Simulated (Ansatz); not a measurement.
Two members of one family (Series ZnX2), computed with Ansatz in the gas phase; def2 core potentials for I, no spin–orbit coupling. The two geometries come from different levels. Binding counts from free atoms in the multiplicity of their measured ground term, without zero-point energy. A dash marks a value that wasn't run or was left out as unsound. The structures are stationary points that may keep the symmetry of their start. Remarks come from the PBE and PBE0 runs and from stability tests at other levels; not every state was tested. HOMO above LUMO (over both spins in singlets and doublets, within one spin in higher multiplets; at PBE or PBE0), or a gap under 0.15 eV within one spin, warns that the state may not be the lowest or that an electron is smeared out.

First: ZnI2 (singlet, charge 0, r2SCAN-D4/def2-TZVP geometry).

| atom | x (Å) | y (Å) | z (Å) |
| --- | --- | --- | --- |
| Zn1 | 0.000 | 0.000 | 0.000 |
| I2 | 0.350 | 1.584 | -1.777 |
| I3 | -0.350 | -1.584 | 1.777 |

```csv
level,HOMO (eV),LUMO (eV),gap (eV),vertical IE (eV),vertical triplet (eV),binding per atom (eV)
PBE-D4/def2-TZVP,-6.72,-2.68,4.04,9.30,4.02,1.64
r2SCAN-D4/def2-TZVP,-7.02,-2.42,4.60,9.50,4.30,1.70
PBE0-D4/def2-SVP,-7.73,-1.76,5.97,–,–,1.72
BHLYP-D4/def2-TZVP,-8.77,-1.04,7.72,–,–,1.55
LC-ωPBE/def2-TZVP,-10.40,0.22,10.61,–,–,1.66
```

Metal–donor distances: 2 × I 2.41 Å. Remarks: gap within one spin near zero at PBE or PBE0 (+1 doublet), gap within one spin near zero at PBE or PBE0 (triplet).

Second: ZnBr2 (singlet, charge 0, PBE0-D4/def2-TZVP geometry).

```
atom   x (Å)   y (Å)   z (Å)
 Zn1   0.001  -0.002   0.002
 Br2   0.410   1.535   1.556
 Br3  -0.412  -1.533  -1.558
```

**Question.** What does the change do? Estimate second minus first.

**Answer.** 
```json
{"level": "PBE-D4/def2-TZVP", "Δ HOMO (eV)": "-0.59", "Δ LUMO (eV)": "0.01", "Δ gap (eV)": "0.60", "Δ vertical IE (eV)": "0.90", "Δ vertical triplet (eV)": "0.63", "Δ binding per atom (eV)": "0.32"}
{"level": "r2SCAN-D4/def2-TZVP", "Δ HOMO (eV)": "-0.62", "Δ LUMO (eV)": "0.03", "Δ gap (eV)": "0.65", "Δ vertical IE (eV)": "0.94", "Δ vertical triplet (eV)": "0.66", "Δ binding per atom (eV)": "0.35"}
{"level": "PBE0-D4/def2-SVP", "Δ HOMO (eV)": "-0.62", "Δ LUMO (eV)": "0.16", "Δ gap (eV)": "0.78", "Δ vertical IE (eV)": "–", "Δ vertical triplet (eV)": "–", "Δ binding per atom (eV)": "0.33"}
{"level": "BHLYP-D4/def2-TZVP", "Δ HOMO (eV)": "-0.90", "Δ LUMO (eV)": "0.07", "Δ gap (eV)": "0.98", "Δ vertical IE (eV)": "–", "Δ vertical triplet (eV)": "–", "Δ binding per atom (eV)": "0.31"}
{"level": "LC-ωPBE/def2-TZVP", "Δ HOMO (eV)": "-0.89", "Δ LUMO (eV)": "0.17", "Δ gap (eV)": "1.06", "Δ vertical IE (eV)": "–", "Δ vertical triplet (eV)": "–", "Δ binding per atom (eV)": "0.35"}
```

Metal–donor distances: 2 × Br 2.22 Å. Remarks: gap within one spin near zero at PBE or PBE0 (+1 doublet), gap within one spin near zero at PBE or PBE0 (triplet).
